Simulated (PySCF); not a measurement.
# Nonlinear optical response: `COC([SiH3])=C=C[SiH3]`, C₄H₁₀OSi₂

Geometry:
```json
{"atom": "C1", "x (Å)": "-1.256", "y (Å)": "-1.512", "z (Å)": "0.315"}
{"atom": "O2", "x (Å)": "-1.407", "y (Å)": "-0.144", "z (Å)": "0.040"}
{"atom": "C3", "x (Å)": "-0.348", "y (Å)": "0.466", "z (Å)": "-0.555"}
{"atom": "Si4", "x (Å)": "-0.604", "y (Å)": "2.307", "z (Å)": "-0.862"}
{"atom": "C5", "x (Å)": "0.780", "y (Å)": "-0.116", "z (Å)": "-0.920"}
{"atom": "C6", "x (Å)": "1.955", "y (Å)": "-0.600", "z (Å)": "-1.253"}
{"atom": "Si7", "x (Å)": "3.399", "y (Å)": "-0.614", "z (Å)": "-0.056"}
{"atom": "H8", "x (Å)": "-2.185", "y (Å)": "-1.850", "z (Å)": "0.792"}
{"atom": "H9", "x (Å)": "-1.085", "y (Å)": "-2.090", "z (Å)": "-0.611"}
{"atom": "H10", "x (Å)": "-0.406", "y (Å)": "-1.692", "z (Å)": "0.996"}
{"atom": "H11", "x (Å)": "0.637", "y (Å)": "2.859", "z (Å)": "-1.476"}
{"atom": "H12", "x (Å)": "-0.889", "y (Å)": "2.998", "z (Å)": "0.431"}
{"atom": "H13", "x (Å)": "-1.765", "y (Å)": "2.516", "z (Å)": "-1.779"}
{"atom": "H14", "x (Å)": "2.096", "y (Å)": "-1.009", "z (Å)": "-2.266"}
{"atom": "H15", "x (Å)": "3.884", "y (Å)": "-2.013", "z (Å)": "0.160"}
{"atom": "H16", "x (Å)": "4.542", "y (Å)": "0.181", "z (Å)": "-0.603"}
{"atom": "H17", "x (Å)": "2.958", "y (Å)": "-0.031", "z (Å)": "1.245"}
```

Method: PySCF 2.14.0, quadratic response CAM-B3LYP/aug-cc-pVDZ first hyperpolarisability, Taylor convention, gas phase. Geometry: PBE0-D3(BJ)/def2-SVP.

Q: What is the first hyperpolarisability, and how does it disperse?

A: In 10⁻³⁰ esu, Taylor convention; the vector part is βᵢ = ⅓ Σⱼ (βᵢⱼⱼ + βⱼᵢⱼ + βⱼⱼᵢ); β∥ is 3/5 of the vector part along the dipole, the dipole points from − to +:
```tsv
process	λ (nm)	β vector norm	β∥	β HRS	depolarisation ratio
static β(0;0,0)	∞	2.45	0.27	0.99	5.52
second harmonic β(−2ω;ω,ω)	1907	2.58	0.28	1.04	5.52
Pockels β(−ω;ω,0)	1907	2.49	0.27	–	–
second harmonic β(−2ω;ω,ω)	1064	2.92	0.30	1.18	5.50
Pockels β(−ω;ω,0)	1064	2.59	0.28	–	–
```

Q: Which lowest excitations, dipole and polarisabilities go with it?

A: S1 4.23 eV (f = 0.001); S2 5.69 eV (f = 0.009); S3 6.13 eV (f = 0.177); dipole 1.21 D; isotropic α 117.2 au static, 117.6 au at 1907 nm, 118.7 au at 1064 nm, 119.1 au at 953.5 nm, 123.7 au at 532 nm.
